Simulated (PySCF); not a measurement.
Which level of theory gave which numbers?

Compound: C₂H₅NSi.
SMILES: `C[SiH2]C#N`

The closed-shell ground state was solved 5 times with PySCF (density fitting, gas phase), always with PBE0, in these basis sets: 6-31G*, STO-3G, def2-SVPD, def2-TZVPD and pcSseg-0. Isolated species at its PBE0-D3(BJ)/def2-SVP geometry, gas phase.

```json
{"row": "P", "total energy (Eh)": "-422.5244", "HOMO (eV)": "-9.78", "LUMO (eV)": "-0.29", "dipole (D)": "4.02"}
{"row": "Q", "total energy (Eh)": "-423.2361", "HOMO (eV)": "-9.51", "LUMO (eV)": "-0.70", "dipole (D)": "4.03"}
{"row": "R", "total energy (Eh)": "-418.1838", "HOMO (eV)": "-7.27", "LUMO (eV)": "4.25", "dipole (D)": "3.52"}
{"row": "S", "total energy (Eh)": "-422.9905", "HOMO (eV)": "-9.55", "LUMO (eV)": "-0.57", "dipole (D)": "4.03"}
{"row": "T", "total energy (Eh)": "-423.1528", "HOMO (eV)": "-9.30", "LUMO (eV)": "-0.16", "dipole (D)": "3.88"}
```

Problem. Which basis belongs to which row?

Solution. P = pcSseg-0, Q = def2-TZVPD, R = STO-3G, S = def2-SVPD, T = 6-31G*. From the lowest total energy up: def2-TZVPD (199 functions) 0 eV; 6-31G* (70 functions) +2.27 eV; def2-SVPD (124 functions) +6.68 eV; pcSseg-0 (50 functions) +19.37 eV; STO-3G (29 functions) +137.48 eV.
